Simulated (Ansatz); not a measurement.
Relaxation of CH7BSi2 (11 atoms, charge 0, multiplicity 1), to a largest force component of 0.02 eV/Å in at most 50 steps.

The calculation used UKS r2SCAN/STO-3G (Ansatz 0.2.0).

```xyz
11
Properties=species:S:1:pos:R:3
Si -0.876 1.692 -0.445
B -0.087 0.066 0.056
C 0.152 -1.079 1.087
Si 1.199 -1.518 -0.345
H -1.773 1.505 -1.653
H -1.747 2.248 0.656
H 0.140 2.729 -0.777
H -0.514 1.127 0.301
H -0.703 -1.695 1.337
H 2.485 -0.985 -0.471
H 0.449 -2.288 -1.389
```

Question: Where does it end, and by what steps?

Answer: The forces met the threshold. Limits of this set-up: minimal basis. After 23 steps the energy has fallen by 12.062 eV; H10 moved furthest, 1.77 Å. The start is strongly strained (largest force component 23 eV/Å), so its close contacts needn't be bonds. Parted: Si1–H8, B2–Si4.

```
step  energy less start (eV)  largest force component (eV/Å)  accepted
   0                  0.0000                          22.619       yes
   1                 -5.7379                           9.723       yes
   2                 -8.3092                           3.652       yes
   3                 -9.0573                           1.732       yes
   4                 -9.4306                           2.131       yes
   5                 -9.8966                           2.425       yes
   6                -10.3449                           2.082       yes
   7                -10.7702                           1.919       yes
   8                -11.0698                           0.719       yes
   9                -11.2552                           0.867       yes
  10                -11.4492                           0.472       yes
  11                -11.5731                           0.793       yes
  12                -11.6826                           0.559       yes
  13                -11.7303                           0.849       yes
  14                -11.7798                           1.118       yes
  15                -11.9549                           0.524       yes
  16                -11.9933                           1.203       yes
  17                -12.0385                           0.460       yes
  18                -12.0189                           0.545        no
  19                -12.0548                           0.229       yes
  20                -12.0589                           0.239       yes
  21                -12.0617                           0.050       yes
  22                -12.0618                           0.039       yes
  23                -12.0622                           0.015       yes
```

```xyz
11
Properties=species:S:1:pos:R:3
Si -1.011 1.612 -0.615
B -0.477 0.466 0.895
C 0.292 -0.815 0.800
Si 0.981 -1.414 -0.650
H -1.374 0.881 -1.811
H -2.135 2.465 -0.296
H 0.072 2.496 -1.005
H -0.774 0.837 1.970
H 0.491 -1.400 1.706
H 1.811 -2.600 -0.723
H 0.849 -0.725 -1.913
```

Time of the run: 2.5 min on 1 thread of Arm Neoverse V1, with other jobs on the host, peak memory 0.2 GiB.
